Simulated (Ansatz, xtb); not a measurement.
## C7H7FO: which of two isomers lies lower

Structure X: `C#C/C(C(C)=O)=C(/C)F`, a singlet. Structure Y: `C#C/C(C(=C)O)=C(\C)F`, a singlet. Both are isolated molecules in the gas phase, relaxed with PBE0-D3(BJ)/def2-SVP; the shapes shown needn't be the lowest conformers.

X (Å):

```xyz
16

C     0.7523    0.6593    2.4984
C    -0.1534    0.7045    1.6920
C    -1.2016    0.7634    0.7255
C    -0.8589    1.1016   -0.6966
C     0.5969    1.3554   -0.9793
C    -2.4749    0.5100    1.1332
C    -3.7339    0.4990    0.3656
F    -2.6605    0.2219    2.4141
O    -1.6886    1.1716   -1.5786
H     1.5479    0.6168    3.2189
H     1.2001    0.4744   -0.7121
H     0.7159    1.5899   -2.0436
H     0.9699    2.1859   -0.3608
H    -4.4337    1.2239    0.8124
H    -3.5475    0.7420   -0.6844
H    -4.2004   -0.4957    0.4550
```

Y (Å):

```yaml
atoms:
  - { symbol: C, position_ang: [-1.0254, -0.7891, -1.0493] }
  - { symbol: C, position_ang: [0.0755, -0.3039, -0.8946] }
  - { symbol: C, position_ang: [1.3748, 0.2647, -0.7125] }
  - { symbol: C, position_ang: [2.5472, -0.6257, -0.9153] }
  - { symbol: C, position_ang: [2.3961, -1.9165, -1.2570] }
  - { symbol: C, position_ang: [1.4315, 1.5744, -0.3685] }
  - { symbol: C, position_ang: [0.3247, 2.5279, -0.1480] }
  - { symbol: F, position_ang: [2.6356, 2.1630, -0.1839] }
  - { symbol: O, position_ang: [3.7884, -0.1245, -0.7521] }
  - { symbol: H, position_ang: [-1.9973, -1.2250, -1.1886] }
  - { symbol: H, position_ang: [1.4074, -2.3476, -1.3950] }
  - { symbol: H, position_ang: [3.2815, -2.5377, -1.3964] }
  - { symbol: H, position_ang: [3.7454, 0.8059, -0.5097] }
  - { symbol: H, position_ang: [0.3780, 2.9358, 0.8744] }
  - { symbol: H, position_ang: [-0.6458, 2.0422, -0.2940] }
  - { symbol: H, position_ang: [0.4151, 3.3772, -0.8446] }
```

Question: Estimate E(Y) − E(X) at the level CCSD(T)/def2-SVP + ΔMP2/def2-TZVPP.

Answer: Calculated at CCSD(T)/def2-SVP + ΔMP2/def2-TZVPP: E(Y) − E(X) = +12.0 kcal/mol, so structure X lies lower.

Level by level:

```json
{"level": "GFN2-xTB", "geometry": "GFN2-xTB", "E(Y) − E(X) (kcal/mol)": "+11.2", "departure from the last row (kcal/mol)": "−0.7", "job, with rough time for the two": "optimisation, 0.23 s"}
{"level": "HF/STO-3G", "geometry": "GFN2-xTB", "E(Y) − E(X) (kcal/mol)": "+22.1", "departure from the last row (kcal/mol)": "+10.2", "job, with rough time for the two": "single point, 0.88 s"}
{"level": "r2SCAN-D4/def2-SVP", "geometry": "GFN2-xTB", "E(Y) − E(X) (kcal/mol)": "+15.7", "departure from the last row (kcal/mol)": "+3.7", "job, with rough time for the two": "single point, 10 s"}
{"level": "PBE0-D3(BJ)/def2-SVP", "geometry": "PBE0-D3(BJ)/def2-SVP", "E(Y) − E(X) (kcal/mol)": "+15.3", "departure from the last row (kcal/mol)": "+3.4", "job, with rough time for the two": "optimisation, 2.9 min"}
{"level": "HF/def2-SVP", "geometry": "PBE0-D3(BJ)/def2-SVP", "E(Y) − E(X) (kcal/mol)": "+18.5", "departure from the last row (kcal/mol)": "+6.5", "job, with rough time for the two": "part of the CCSD(T) run"}
{"level": "MP2/def2-SVP", "geometry": "PBE0-D3(BJ)/def2-SVP", "E(Y) − E(X) (kcal/mol)": "+16.7", "departure from the last row (kcal/mol)": "+4.7", "job, with rough time for the two": "part of the CCSD(T) run"}
{"level": "CCSD(T)/def2-SVP", "geometry": "PBE0-D3(BJ)/def2-SVP", "E(Y) − E(X) (kcal/mol)": "+16.2", "departure from the last row (kcal/mol)": "+4.2", "job, with rough time for the two": "single point"}
{"level": "CCSD(T)/def2-SVP + ΔMP2/def2-TZVPP", "geometry": "PBE0-D3(BJ)/def2-SVP", "E(Y) − E(X) (kcal/mol)": "+12.0", "departure from the last row (kcal/mol)": "", "job, with rough time for the two": "single point, 6.3 min"}
```

As drawn, Y has 1 C=C, 1 C–O, 1 O–H in place of 1 C–C, 1 C=O, 1 C–H.

The levels shown agree on the order. The largest departure from CCSD(T)/def2-SVP + ΔMP2/def2-TZVPP is that of HF/STO-3G, 10.2 kcal/mol. The last row adds to CCSD(T) the change of the MP2 difference between the two basis sets, here −4.2 kcal/mol, a large step that makes the value less sure.

With thermal terms from frequencies at re-optimised GFN2-xTB minima (ideal gas, soft modes damped towards free rotors, one conformer each, 298.15 K, 1 atm): the zero-point term adds −0.2 kcal/mol; ΔH is +11.7 and ΔG +12.3 kcal/mol.

The correlated steps freeze 9 core orbitals. Programs: Ansatz 0.2.0, xtb 6.7.1; the last row on 2 threads of Arm Neoverse V1 on a shared host.
